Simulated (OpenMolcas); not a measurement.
A calculation on N+.

```yaml
Program: OpenMolcas
Method: "SS-CASPT2, IPEA 0.25 Eh, imaginary shift 0.1 Eh (closed shells correlated: 1s)"
Basis: ANO-RCC-VTZP [4s3p2d1f]
Scalar_Hamiltonian: DKH2, point nucleus
Active_space: 4 electrons in 4 orbitals (2s 2p)
State_averaging: 2S+1 = 3 even, 6 roots; 2S+1 = 1 even, 6 roots kept (CI in the orbitals of an earlier block); 2S+1 = 5 odd, 1 root; 2S+1 = 3 odd, 9 roots kept (CI in the orbitals of an earlier block); 2S+1 = 1 odd, 8 roots kept (CI in the orbitals of an earlier block)
Spin-orbit_coupling: state interaction with AMFI integrals over the reference wave functions, term energies averaged over their components
```

Problem. Which level of the active space comes out lowest?

Solution. 2s2 2p2 3P0, with 100 % of that term; it is also the measured ground level.

Problem. How high does 2s 2p3 3D* 2 lie?

Solution. 90300 cm-1 above the lowest level; measured 92250 cm-1 above the ground level, so the calculation is off by -2 %.

Problem. How high does 2s 2p3 1D* 2 lie?

Solution. 146650 cm-1 above the lowest level; measured 144188 cm-1 above the ground level, so the calculation is off by +2 %.

Problem. How high does 2s 2p3 3P* 1 lie?

Solution. 109040 cm-1 above the lowest level; measured 109216 cm-1 above the ground level, so the calculation is off by 0 %.

Measured values: NIST Handbook of Basic Atomic Spectroscopic Data.

CASPT2 breaks the degeneracy within a term, and the mean is taken; among the terms shown or strongly mixed into the levels shown the widest spread is 200 cm-1 (2s 2p3 1D*). Over all roots computed the reference weight is 0.94 to 0.99; the roots of lowest weight are the least certain, and an intruder state may touch them. Terms from blocks run as CI alone lack orbitals of their own. Measured partners are found by configuration, term and J. A level has none where our copy of the source lacks it or the pairing is in doubt (some pairs that miss far off the trend of their configuration count as doubtful), and it then counts in no deviation. Only configurations of the active space appear.

* marks odd parity.
